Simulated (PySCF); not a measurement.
CH7BO2Si.
Numbering: `[CH3:1][O:2][BH:3][O:4][SiH3:5]` (hydrogens: H6, H7, H8 on C1; H9 on B3; H10, H11, H12 on Si5)

Geometry (GFN2-xTB, Å), atoms numbered from 1 in this order:
```
atom  x, y, z in Å
C1     2.287   -0.122    0.561
O2     0.900    0.078    0.468
B3     0.083   -0.647   -0.318
O4    -1.221   -0.377   -0.320
Si5   -2.374    0.589    0.277
H6     2.614   -0.969   -0.048
H7     2.544   -0.308    1.607
H8     2.798    0.783    0.224
H9     0.484   -1.523   -1.006
H10   -2.152    0.911    1.688
H11   -2.389    1.810   -0.531
H12   -3.574   -0.226    0.092
```

The closed-shell SCF was solved with PySCF and density fitting under several settings on one GFN2-xTB geometry (grid level 2 and gas phase unless stated).

| settings | basis functions | SCF cycles | E (Eh) | HOMO (eV) | LUMO (eV) | dipole (D) |
| --- | --- | --- | --- | --- | --- | --- |
| PBE0/pcSseg-1 | 127 | 13 | -506.8130 | -8.55 | 0.61 | 1.41 |
| PBE0/def2-SVPD | 166 | 13 | -506.6054 | -8.62 | 0.26 | 1.30 |
| BP86/ANO-RCC-VDZP | 109 | 15 | -507.1848 | -7.16 | -0.33 | 1.34 |
| X3LYP/ANO-RCC-VDZP, grid level 1, fitting basis def2-universal-jkfit | 109 | 10 | -507.0617 | -8.35 | 0.25 | 1.36 |
| BLYP/pcSseg-1, grid level 1 | 127 | 11 | -507.1237 | -6.93 | -0.13 | 1.39 |

Task: Estimate the rows for these settings: (1) B97-D/ANO-RCC-VDZP, IEF-PCM dimethylsulfoxide; (2) wB97X-D/MINI, level shift 0.1 Eh, start guess sap; (3) PBE0/IGLO-II.

Result: 
| settings | basis functions | SCF cycles | E (Eh) | HOMO (eV) | LUMO (eV) | dipole (D) |
| --- | --- | --- | --- | --- | --- | --- |
| B97-D/ANO-RCC-VDZP, IEF-PCM dimethylsulfoxide | 109 | 15 | -507.0113 | -7.05 | -0.17 | 1.60 |
| wB97X-D/MINI, level shift 0.1 Eh, start guess sap | 36 | 9 | -503.8678 | -11.42 | 1.78 | 1.40 |
| PBE0/IGLO-II | 165 | 14 | -506.8970 | -8.54 | 0.74 | 1.38 |

Task: Over all rows, what range does the HOMO–LUMO gap span?

Result: From 6.80 eV (BLYP/pcSseg-1, grid level 1) to 13.20 eV (wB97X-D/MINI, level shift 0.1 Eh, start guess sap). The functional of the narrowest has no exact exchange, that of the widest range-separated exact exchange.

Task: And the dipole moment?

Result: From 1.30 D (PBE0/def2-SVPD) to 1.60 D (B97-D/ANO-RCC-VDZP, IEF-PCM dimethylsulfoxide); the largest is 1.23 times the smallest, and the median is 1.38 D.

Task: Compare two rows with the functional PBE0: PBE0/IGLO-II and PBE0/def2-SVPD. Which energy is lower, and by how much?

Result: PBE0/IGLO-II (165 functions) lies 0.2916 Eh or 183 kcal/mol below PBE0/def2-SVPD (166 functions). The smaller set gives the lower energy; the two sets aren't nested, so the variational bound doesn't order them by size.

B97-D and wB97X-D ran without the empirical dispersion term, which would shift the total energy alone. Cycle counts include a coarse-grid stage where the run had one. ANO-RCC sets were contracted for a scalar-relativistic Hamiltonian, but ran non-relativistically here. One conformer (not necessarily the lowest) at the GFN2-xTB geometry, without vibrations or thermal averaging.
